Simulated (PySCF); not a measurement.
Task: Give a PBE0-D3(BJ)/def2-SVP geometry of `C=CC[As]1CCCC1`.

Result: 
Z-matrix in Å and degrees, rows numbered from 1:
```
C 
C   1  1.3369
C   2  1.4851  1  125.27
As  3  1.9998  2  110.88  1  -108.17
C   4  1.9968  3   96.61  2   165.71
C   5  1.5295  4  106.75  3  -106.96
C   6  1.5263  5  108.76  4    35.84
C   7  1.5249  6  107.84  5   -50.87
H   1  1.0950  2  121.18  3    -2.54
H   1  1.0929  2  121.59  3   178.07
H   2  1.0975  1  118.54  3  -177.45
H   3  1.1007  2  111.66  1    13.73
H   3  1.1022  2  111.31  1   134.89
H   5  1.1015  4  108.04  3    13.05
H   5  1.0994  4  110.43  3   130.30
H   6  1.1027  5  111.50  4   159.62
H   6  1.1040  5  109.45  4   -82.94
H   7  1.1041  6  109.45  5    68.57
H   7  1.1029  6  111.53  5  -174.04
H   8  1.1016  4  107.47  3  -160.56
H   8  1.1006  4  109.63  3   -44.05
```

Of the pairs four or more bonds apart, H12···H18 is among the closest relative to their van der Waals radii: 2.38 Å, 99 % of the sum of Bondi's values. The 5-membered ring As4–C5–C6–C7–C8 has internal angles of 88.6° to 108.8° (sum 519°, against 540° for a flat polygon); it is puckered, 0.19 Å rms from its mean plane, widest ring torsion 51°. The C–C distances run from 1.337 Å (C1=C2, drawn double) to 1.529 Å (C5–C6, drawn single), a spread of 0.192 Å. As4 (arsenic bonded to 3 C) is pyramidal (angles 96.6°, 96.5° and 88.6°, sum 281.7°, 1.07 Å off the plane of its three neighbours).

Method used: PySCF 2.14.0, PBE0-D3(BJ)/def2-SVP geometry optimisation, gas phase.

Point group: C1 (no symmetry element, even within 0.4 Å). Stationary, but not proved a minimum. The numbers are those of one conformer (C1–C2–C3–As4 -108°, C2–C3–As4–C5 166°, C3–As4–C5–C6 -107°, As4–C5–C6–C7 36°, C5–C6–C7–C8 -51°, C6–C7–C8–As4 40°).
